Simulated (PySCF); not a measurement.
Polarisability and C₆ of Rb⁺ (rubidium, charge +1)

[Kr], closed-shell 1S. Computed with PySCF 2.14 in def2-TZVPPD with the def2 core potential (28 electrons), with scalar relativity through the core potential. Coupled (time-dependent) response in atomic units; α is the mean over directions.

| method | mean α (bohr³) | C₆ (like pair) | S(−4) |
| --- | --- | --- | --- |
| UHF | 8.310 | 49.40 | 10.11 |
| PBE | 8.748 | 52.59 | 11.92 |
| PBE0 | 8.588 | 51.48 | 11.17 |
| TPSSh | 8.632 | 52.16 | 11.24 |

S(−4) is the Cauchy moment in α(ω) = α(0) + S(−4) ω² + …

α(iu) at PBE0:

| u (hartree) | α(iu) (bohr³) |
| --- | --- |
| 0 | 8.588 |
| 0.0500 | 8.560 |
| 0.100 | 8.478 |
| 0.200 | 8.168 |
| 0.300 | 7.710 |
| 0.500 | 6.576 |
| 0.750 | 5.167 |
| 1.00 | 4.008 |
| 1.50 | 2.468 |
| 2.00 | 1.612 |
| 3.00 | 0.8117 |
| 5.00 | 0.3141 |

A single London oscillator, α(iu) = α/(1 + u²/ω²), gives C₆ = (3/4) ω α². Matching the computed C₆ needs ω = 4 × 51.48 / (3 × 8.588²) = 0.931 hartree.

For an ion, C₆ is the dispersion term alone; charge-induced terms of lower order in 1/R come first.

Energies and moments cover only the electrons outside the core potential.
